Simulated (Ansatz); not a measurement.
This geometry of Al2H5PS2 (10 atoms, charge 0, multiplicity 1) is a first-order saddle point.

Method: RKS PBE0/def2-SVP in Ansatz.

```xyz
10
Properties=species:S:1:pos:R:3
Al -1.126 1.855 0.956
Al -0.546 -0.507 0.174
S -1.793 -1.917 -1.000
S 1.305 -1.408 1.142
P 1.887 -0.400 -0.563
H -2.596 2.415 1.227
H 0.094 2.864 1.205
H -1.007 -2.987 -0.743
H 1.708 -0.944 -1.843
H 2.156 0.977 -0.550
```

Which two structures does it join? (They come from a converged band through this point; their orientation in space is the band's.)

No bond is made or broken.

First end point:

```xyz
10
Properties=species:S:1:pos:R:3
Al -1.338 1.853 1.032
Al -0.625 -0.496 0.280
S -1.940 -1.955 -0.727
S 1.421 -1.266 0.879
P 1.636 -0.158 -0.905
H -2.735 2.171 1.736
H -0.327 3.076 0.827
H -1.030 -2.954 -0.683
H 2.304 -1.053 -1.785
H 2.717 0.731 -0.651
```

Last end point:

```xyz
10
Properties=species:S:1:pos:R:3
Al -1.090 1.901 1.024
Al -0.539 -0.491 0.249
S -1.715 -1.638 -1.219
S 1.258 -1.484 1.109
P 2.340 -0.499 -0.455
H -2.420 2.240 1.835
H -0.061 3.090 0.748
H -0.967 -2.757 -1.083
H 1.746 -1.107 -1.609
H 1.531 0.694 -0.597
```

How far does it lie above each of them?

21.9 kcal/mol above the first and 19.4 kcal/mol above the second. This is the barrier of this one path; another mechanism may lie lower.

Run time: 4.2 min on 2 threads of Intel(R) Xeon(R) Platinum 8488C (Sapphire Rapids), on a shared host, peak memory 0.31 GiB.
